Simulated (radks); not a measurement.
Values are calculated unless marked as measured or tabulated.
Question: Excited configurations of Tb57+: one electron is placed in a higher orbital outside [He] 2s2 2p3. The ground configuration is [He] 2s2 2p4. Level of theory: scalar-relativistic Kohn-Sham, PBE, spin-polarised, spherical densities, finite nucleus; open shells are filled with parallel spins first (spin-orbit coupling, left out, can overturn this in heavy ions); Fermi nuclear charge, rms radius 5.06 fm (a radial shooting solver on a logarithmic mesh with Libxc functionals). Excitation = E - E(ground); binding = E(ion) - E, where the ion is the core of charge +58; n* = 58/sqrt(2 binding) in atomic units. These energies are relativistic, and a one-electron ion of charge +58 with no core already has n* below n in this formula (scalar-relativistic equation, point nucleus: 3p 2.963, 3d 2.986, 4f 3.991, 5p 4.954, 6d 5.975, 7p 6.950). The quantum defect is therefore taken as that value minus n*, so that it holds no relativistic shift of the bare ion.

outer orbital  excitation (eV)  binding (eV)     n*  quantum defect  eigenvalue (eV)  <r> (bohr)
3p                      7050.3        5427.7  2.904           0.059          -5376.6      0.2012
3d                      7262.0        5216.0  2.962           0.024          -5153.8      0.1747
4f                      9596.3        2881.7  3.985           0.006          -2850.0      0.3067
5p                     10563.9        1914.1  4.890           0.064          -1900.0      0.6019
7p                     11511.1        966.89  6.880           0.070          -960.18       1.209

Estimate the row for 6d.

Answer: excitation (eV) 11180.3; binding (eV) 1297.7; n* 5.939; quantum defect 0.036; eigenvalue (eV) -1287.7; <r> (bohr) 0.8614. The Delta-SCF ionisation energy is 12478.0 eV (NIST Atomic Spectra Database: 12272 eV, theoretical). Self-interaction in the functional shifts the binding energies and quantum defects, so they are the method's values and not measured ones. Open shells are spherical and high-spin; term and fine-structure splittings are not resolved. Spin-orbit splitting is averaged out at the scalar-relativistic level.
